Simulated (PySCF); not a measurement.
**Working out the ionisation energy of Ru**

Ru [Kr] 4d7 5s1 (5F) → Ru⁺ [Kr] 4d7 (4F). Calculation: PySCF 2.14, in def2-QZVPPD with the def2 core potential (28 electrons) (7s5p4d4f2g, 88 functions); scalar relativity through the core potential. Frozen: 4s2 4p6. Energies in hartree (1 hartree = 27.21139 eV):

```tsv
part	Ru (lower)	Ru⁺ (upper)
UHF	-94.126139	-93.893795
CCSD correlation	-0.196540	-0.166617
(T)	-0.008714	-0.005809
```

**Question.** What does Hartree-Fock give?

**Answer.** (-93.893795) − (-94.126139) = 0.232344 hartree = 6.322 eV.

**Question.** What do CCSD and CCSD(T) give?

**Answer.** The CCSD correlation energies differ by 0.029923 hartree = 0.814 eV and the triples by 0.002905 hartree = 0.079 eV, so CCSD gives 7.136 eV and CCSD(T) 7.215 eV.

Measured between the centres of the two terms (NIST): 7.365 eV, so CCSD(T) (valence) is off by -0.150 eV.

What remains against the reference includes basis incompleteness, the frozen core and higher excitations.
